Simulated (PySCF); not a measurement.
## Polarisability of [AuF4]-

Species: [AuF4]- (charge -1 and singlet state).
Geometry (PBE0-D3(BJ)/def2-SVP, Å), atoms numbered from 1 in this order:
```xyz
5
AuF4 angstrom
Au     0.001    0.001    0.000
F      1.922   -0.024    0.004
F      0.016    1.922    0.007
F     -1.921    0.023   -0.004
F     -0.018   -1.921   -0.007
```

Level: wB97X-D/def2-SVPD (PySCF), static field, nuclei fixed, core orbitals frozen in the response. The polarisability tensor in these axes (au):

```
x   51.52 -0.08  0.04
y   -0.08 51.53  0.07
z    0.04  0.07 31.80
```

**Question.** Diagonalise the tensor; give its mean and Δα, where Δα² is half the sum of the squared differences of the eigenvalues.

**Answer.** Principal values 31.80, 51.45 and 51.60 au; mean 44.95 au = 6.66 Å³ = 7.41 × 10⁻⁴⁰ C²·m²/J; Δα = 19.72 au (44 % of the mean).

**Question.** What depolarisation ratio follows for Rayleigh scattering of linearly polarised light, taking the static tensor?

**Answer.** ρ = 3Δα²/(45ᾱ² + 4Δα²) = 1167.2/(90922 + 1556.3) = 0.0126.

**Question.** Sum over states: ᾱ = Σ f/ω², ω in Eh. What share falls to these 10 lowest TDDFT singlets (eV, f)? 3.42, 0.0000; 3.84, 0.0000; 3.85, 0.0000; 4.73, 0.0000; 5.29, 0.0000; 5.87, 0.0011; 5.95, 0.0113; 5.96, 0.0113; 6.39, 0.0000; 7.45, 0.0000.

**Answer.** They add up to 0.49 au, 1.1 % of the 44.95 au; the largest single term is 0.24 au, from the state at 5.96 eV. Terms in order: 0.00, 0.00, 0.00, 0.00, 0.00, 0.02, 0.24, 0.24, 0.00, 0.00 au. Higher excitations give the rest. The strengths listed sum to 0.024.

Isolated species at its PBE0-D3(BJ)/def2-SVP geometry, gas phase. Atoms past krypton carry effective core potentials; spin–orbit coupling is left out. The geometry's basis has no diffuse functions.

wB97X-D is run here without its empirical dispersion term; that term would change no orbital, density or response property at a fixed geometry.
